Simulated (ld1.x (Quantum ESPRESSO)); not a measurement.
## Reading a pseudo-wave (hafnium)

Columns: radius, all-electron u(r) and pseudo u(r) of the 5d shell (level -2.69 eV) of hafnium in the configuration [Kr] 4d10 4f14 5s2 5p6 5d2 6s2 6p0; PBE, scalar-relativistic, PAW scheme, ld1.x (Quantum ESPRESSO) 7.5.

| r (bohr) | all-electron | pseudo |
| --- | --- | --- |
| 0.140 | 0.1656 | 0.0012 |
| 0.280 | -0.1439 | 0.0093 |
| 0.420 | -0.2693 | 0.0300 |
| 0.560 | -0.1504 | 0.0669 |
| 0.700 | 0.0493 | 0.1210 |
| 0.840 | 0.2404 | 0.1902 |
| 0.980 | 0.3936 | 0.2701 |
| 1.120 | 0.5051 | 0.3543 |
| 1.260 | 0.5799 | 0.4357 |
| 1.400 | 0.6256 | 0.5078 |
| 1.540 | 0.6490 | 0.5651 |
| 1.680 | 0.6562 | 0.6045 |
| 1.820 | 0.6521 | 0.6255 |
| 1.960 | 0.6400 | 0.6296 |
| 2.100 | 0.6227 | 0.6204 |
| 2.240 | 0.6021 | 0.6024 |
| 2.380 | 0.5795 | 0.5799 |
| 2.520 | 0.5559 | 0.5559 |
| 2.660 | 0.5318 | 0.5318 |
| 2.800 | 0.5077 | 0.5077 |
| 2.940 | 0.4837 | 0.4837 |
| 3.080 | 0.4601 | 0.4601 |
| 3.220 | 0.4371 | 0.4371 |
| 3.360 | 0.4146 | 0.4146 |
| 3.500 | 0.3928 | 0.3928 |
| 3.640 | 0.3717 | 0.3717 |

(1) How many radial nodes do the two functions have?

(2) At about which radius was the pseudo-wave matched?

(3) Where does each function peak?

(4) Is the pseudo-wave norm-conserving?

Results:

(1) The all-electron 5d function has n − l − 1 = 2; the pseudo-wave has 0, since the states of the same l below it are removed with the core.

(2) 2.55 bohr. The columns agree to 0.0005 from 2.24 bohr on; several derivatives are matched, so the curves merge somewhat inside the radius.

(3) Outermost all-electron maximum near 1.68 bohr, pseudo maximum near 1.96 bohr (to the table’s step).

(4) No, it belongs to a PAW set: the norm inside the radius is not constrained, and the difference is carried by the augmentation charge.
